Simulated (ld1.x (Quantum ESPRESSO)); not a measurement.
## Sr (Z = 38), RRKJ: configuration errors across variants

strontium, norm-conserving RRKJ (Kleinman–Bylander form), made with ld1.x (Quantum ESPRESSO) 7.5 (LDA (PZ), scalar-relativistic). Core [Ar] 3d10, reference 4s2 4p6 4d1 5s1 5p0. Waves: 4s (bound): rc 2.20 bohr; 4p (bound): rc 1.40 bohr; 4d (bound): rc 3.15 bohr. Local part: the d channel. Core correction: none.

Occupied shells without a wave of their own: 5s. They enter only through the test configuration that unscreens the potential.

All-electron excitation energies from the reference (eV): (1) 4s2 4p6 4d0 5s2 5p0 -2.340; (2) 4s2 4p6 4d0 5s1 5p0 3.724; (3) 4s2 4p6 4d0 5s0 5p0 14.905; (4) 4s2 4p6 4d0 5s1.5 5p0 0.073; (5) 4s1 4p6 4d0 5s2 5p0 44.728; (6) 4s2 4p6 4d0.5 5s1.5 5p0 -1.191; (7) 4s2 4p6 4d0 5s1 5p1 0.051; (8) 4s2 4p6 4d1 5s1 5p0 spin -0.399; (9) 4s2 4p6 4d0 5s1 5p0 spin 3.547.

Spin tests fill each open shell by Hund’s rule, majority spin first.

For the base: The 5s level has no wave, so the channel is fitted at the deeper level alone: the likely source of the large errors.

On the changes marked as counting shells twice: ld1.x takes every shell without a wave as core, so the model core holds the marked electrons as well and exchange and correlation see them twice. This cancels in the reference configuration, but the file is broken for other ones, and its errors say nothing about a proper core correction.

2 further variants failed, have other tests or another functional or relativity, and are left out.

A true bound ghost makes a file unfit for plane-wave use even where its test errors are small: the radial tests pick states by their node count and pass the ghost by.

Errors AE − PS in meV (a dash: test not solved or not reliable):

```csv
change,(1),(2),(3),(4),(5),(6),(7),(8),(9),bound ghosts
base,+217,+15,-444,+138,+714,+100,-7.3,+4.9,+14,p
local potential the p channel,+201,+12,-377,+125,+569,+94,+16,+6.9,+13,none
core correction a·sin(br)/r model core inside 1.16 bohr (5s counted twice),+206,-50,-876,+123,+665,+98,-21,-82,-100,p
wave 4p (bound): rc 1.40 bohr becomes 4p (bound): rc 1.36 bohr,+217,+15,-444,+138,+715,+100,-7.2,+4.9,+14,p
```

Problem. Give the same row for: wave 4d (bound): rc 3.15 bohr becomes 4d (bound): rc 2.80 bohr.

Solution. +165, +9.9, -335, +104, +518, +77, -7.4, +3.9, +10; bound ghosts: none.
